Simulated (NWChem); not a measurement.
The numbers come from NWChem runs, not from measurements. System: trimethylarsine (C3H9As), charge 0, spin multiplicity 1, at a geometry optimised with PBE/def2-SVP. Level: RHF/def2-TZVP.

Job file:

```
start mol
memory heap 200 mb stack 900 mb global 1100 mb
geometry units angstroms nocenter noautoz
  C     -0.955925    -0.315162     1.487094
  As     0.108872     0.465395     0.000000
  C     -0.955925    -0.315162    -1.487094
  C      1.553561    -0.901279     0.000000
  H     -1.127370    -1.401462     1.344068
  H     -1.934446     0.201391     1.547932
  H     -0.421487    -0.155034     2.444564
  H     -1.127370    -1.401462    -1.344068
  H     -0.421487    -0.155034    -2.444564
  H     -1.934446     0.201391    -1.547932
  H      1.145378    -1.932533     0.000000
  H      2.189100    -0.762839    -0.897223
  H      2.189100    -0.762839     0.897223
  symmetry group Cs
end
basis spherical
  * library def2-tzvp
end
scf
  rhf
  nopen 0
  maxiter 100
  thresh 1e-7
  semidirect memsize 60000000 filesize 0
end
task scf energy
```

Part of the output:

```
             Northwest Computational Chemistry Package (NWChem) 7.3.0
             --------------------------------------------------------

                                NWChem Input Module
                                -------------------

 Scaling coordinates for geometry "geometry" by  1.889725989
 (inverse scale =  0.529177249)

 Turning off AUTOSYM since
 SYMMETRY directive was detected!

                             Geometry "geometry" -> ""
                             -------------------------

 Output coordinates in angstroms (scale by  1.889725989 to convert to a.u.)

  No.       Tag          Charge          X              Y              Z
 ---- ---------------- ---------- -------------- -------------- --------------
    1 C                    6.0000    -0.95592500    -0.31516200     1.48709400
    2 As                  33.0000     0.10887200     0.46539500     0.00000000
    3 C                    6.0000    -0.95592500    -0.31516200    -1.48709400
    4 C                    6.0000     1.55356100    -0.90127900     0.00000000
    5 H                    1.0000    -1.12737000    -1.40146200     1.34406800
    6 H                    1.0000    -1.93444600     0.20139100     1.54793200
    7 H                    1.0000    -0.42148700    -0.15503400     2.44456400
    8 H                    1.0000    -1.12737000    -1.40146200    -1.34406800
    9 H                    1.0000    -0.42148700    -0.15503400    -2.44456400
   10 H                    1.0000    -1.93444600     0.20139100    -1.54793200
   11 H                    1.0000     1.14537800    -1.93253300     0.00000000
   12 H                    1.0000     2.18910000    -0.76283900    -0.89722300
   13 H                    1.0000     2.18910000    -0.76283900     0.89722300

 Effective nuclear repulsion energy (a.u.)     287.2589470325

            Nuclear Dipole moment (a.u.)
            ----------------------------
        X                 Y               Z
 ---------------- ---------------- ----------------
     0.0000264562    -0.0000075589     0.0000000000

      Symmetry information
      --------------------

 Group name             Cs
 Group number              2
 Group order               2
 No. of unique centers     8

      Symmetry unique atoms

     1    2    4    5    6    7   11   12


 Summary of "ao basis" -> "" (spherical)
 ------------------------------------------------------------------------------
       Tag                 Description            Shells   Functions and Types
 ---------------- ------------------------------  ------  ---------------------
 *                         def2-tzvp                  on all atoms

 Summary of "ao basis" -> "ao basis" (spherical)
 ------------------------------------------------------------------------------
       Tag                 Description            Shells   Functions and Types
 ---------------- ------------------------------  ------  ---------------------
 C                         def2-tzvp                11       31   5s3p2d1f
 As                        def2-tzvp                16       48   6s5p4d1f
 H                         def2-tzvp                 4        6   3s1p

                                 NWChem SCF Module
                                 -----------------

  ao basis        = "ao basis"
  functions       =   195
  atoms           =    13
  closed shells   =    30
  open shells     =     0
  charge          =   0.00
  wavefunction    = RHF
  use symmetry    = T
  symmetry adapt  = T

 Summary of "ao basis" -> "ao basis" (spherical)
[...]
             Final eigenvalues
             -----------------

              1
    1 -432.5547
    2  -56.2785
    3  -50.1235
    4  -50.1235
    5  -50.1227
    6  -11.2255
    7  -11.2255
    8  -11.2254
    9   -7.9998
   10   -5.8547
   11   -5.8547
   12   -5.8508
   13   -2.0887
   14   -2.0887
   15   -2.0834
   16   -2.0834
   17   -2.0809
   18   -0.9866
   19   -0.9183
   20   -0.9183
   21   -0.7006
   22   -0.5810
   23   -0.5653
   24   -0.5652
   25   -0.5429
   26   -0.5428
   27   -0.5330
   28   -0.4250
   29   -0.4249
   30   -0.3296
   31    0.1332
   32    0.1452
   33    0.1453
   34    0.1907
   35    0.2078
   36    0.2120
   37    0.2120
   38    0.2267
   39    0.2268
   40    0.2570

                       ROHF Final Molecular Orbital Analysis
                       -------------------------------------

 Vector   28  Occ=2.000000D+00  E=-4.249815D-01  Symmetry=a'
              MO Center=  4.1D-01, -3.1D-01,  5.7D-12, r^2= 3.3D+00
   Bfn.  Coefficient  Atom+Function         Bfn.  Coefficient  Atom+Function
  ----- ------------  ---------------      ----- ------------  ---------------
    47      0.309340   2 As px              116     -0.210686   4 C  px
   119     -0.204043   4 C  px               41     -0.178090   2 As px
    50      0.167062   2 As px

 Vector   29  Occ=2.000000D+00  E=-4.249495D-01  Symmetry=a"
              MO Center= -5.1D-01, -1.0D-01, -1.9D-11, r^2= 3.3D+00
   Bfn.  Coefficient  Atom+Function         Bfn.  Coefficient  Atom+Function
  ----- ------------  ---------------      ----- ------------  ---------------
    49      0.317728   2 As pz                8     -0.192512   1 C  pz
    87     -0.192512   3 C  pz               11     -0.185386   1 C  pz
    90     -0.185386   3 C  pz               43     -0.182911   2 As pz
    52      0.171658   2 As pz

 Vector   30  Occ=2.000000D+00  E=-3.296040D-01  Symmetry=a'
              MO Center=  1.3D-01,  5.4D-01,  8.3D-15, r^2= 2.9D+00
   Bfn.  Coefficient  Atom+Function         Bfn.  Coefficient  Atom+Function
  ----- ------------  ---------------      ----- ------------  ---------------
    51      0.424433   2 As py               48      0.400609   2 As py
    37      0.271617   2 As s                36      0.255468   2 As s
    42     -0.233964   2 As py

 Vector   31  Occ=0.000000D+00  E= 1.332314D-01  Symmetry=a'
              MO Center= -2.1D-01, -9.1D-01, -9.3D-15, r^2= 1.0D+01
   Bfn.  Coefficient  Atom+Function         Bfn.  Coefficient  Atom+Function
  ----- ------------  ---------------      ----- ------------  ---------------
     5      2.781361   1 C  s                84      2.781361   3 C  s
   115      2.779740   4 C  s               150     -1.179420   6 H  s
   156     -1.178558   7 H  s               168     -1.178558   9 H  s
   174     -1.179420  10 H  s               186     -1.178719  12 H  s
   192     -1.178719  13 H  s               144     -1.068780   5 H  s

 Vector   32  Occ=0.000000D+00  E= 1.452460D-01  Symmetry=a'
              MO Center=  4.4D-01, -1.2D-01, -1.9D-12, r^2= 8.8D+00
   Bfn.  Coefficient  Atom+Function         Bfn.  Coefficient  Atom+Function
  ----- ------------  ---------------      ----- ------------  ---------------
   115      4.810710   4 C  s                 5     -2.404035   1 C  s
    84     -2.404035   3 C  s                50     -1.950614   2 As px
   180     -1.400171  11 H  s               186     -1.296284  12 H  s
   192     -1.296284  13 H  s               150      0.746914   6 H  s
   174      0.746914  10 H  s               144      0.699799   5 H  s

 Vector   33  Occ=0.000000D+00  E= 1.452524D-01  Symmetry=a"
              MO Center= -4.5D-01,  8.4D-02,  4.4D-13, r^2= 8.8D+00
   Bfn.  Coefficient  Atom+Function         Bfn.  Coefficient  Atom+Function
  ----- ------------  ---------------      ----- ------------  ---------------
     5      4.164011   1 C  s                84     -4.164011   3 C  s
    52     -2.002662   2 As pz              144     -1.212423   5 H  s
   162      1.212423   8 H  s               156     -1.178293   7 H  s
   168      1.178293   9 H  s               150     -1.064505   6 H  s
   174      1.064505  10 H  s                14     -0.368629   1 C  pz

 center of mass
 --------------
 x =   0.03784549 y =   0.16177465 z =   0.00000000

 moments of inertia (a.u.)
 ------------------
         398.956631545063          32.307539452623           0.000000000000
          32.307539452623         529.915073414788           0.000000000000
           0.000000000000           0.000000000000         391.685880900568

  Mulliken analysis of the total density
  --------------------------------------

    Atom       Charge   Shell Charges
 -----------   ------   -------------------------------------------------------
    1 C    6     6.47   0.85  1.12  0.47  0.73  0.06  1.21  1.50  0.46  0.01  0.04  0.00
    2 As  33    32.67   2.00  2.00  1.17  0.78  0.92  0.77  5.99  5.77  0.37  1.67  1.00  8.95  1.07  0.06  0.12  0.03
    3 C    6     6.47   0.85  1.12  0.47  0.73  0.06  1.21  1.50  0.46  0.01  0.04  0.00
    4 C    6     6.47   0.85  1.12  0.47  0.73  0.06  1.21  1.50  0.46  0.01  0.04  0.00
    5 H    1     0.89   0.26  0.49  0.12  0.02
    6 H    1     0.88   0.26  0.49  0.11  0.02
    7 H    1     0.88   0.26  0.49  0.11  0.02
    8 H    1     0.89   0.26  0.49  0.12  0.02
    9 H    1     0.88   0.26  0.49  0.11  0.02
   10 H    1     0.88   0.26  0.49  0.11  0.02
   11 H    1     0.89   0.26  0.49  0.12  0.02
   12 H    1     0.88   0.26  0.49  0.11  0.02
   13 H    1     0.88   0.26  0.49  0.11  0.02

       Multipole analysis of the density wrt the origin
       ------------------------------------------------

     L   x y z        total         open         nuclear
     -   - - -        -----         ----         -------
     0   0 0 0      0.000000      0.000000     60.000000

     1   1 0 0     -0.086943      0.000000      0.000026
     1   0 1 0     -0.371723      0.000000     -0.000008
     1   0 0 1      0.000000      0.000000      0.000000

     2   2 0 0    -29.401756      0.000000    168.252747
     2   1 1 0     -0.561862      0.000000    -21.982462
     2   1 0 1     -0.000000      0.000000     -0.000000
     2   0 2 0    -31.672100      0.000000     79.167676
     2   0 1 1     -0.000000      0.000000      0.000000
     2   0 0 2    -29.270262      0.000000    173.212374

 Task  times  cpu:       65.9s     wall:       65.9s

 Total times  cpu:       65.9s     wall:       65.9s
```
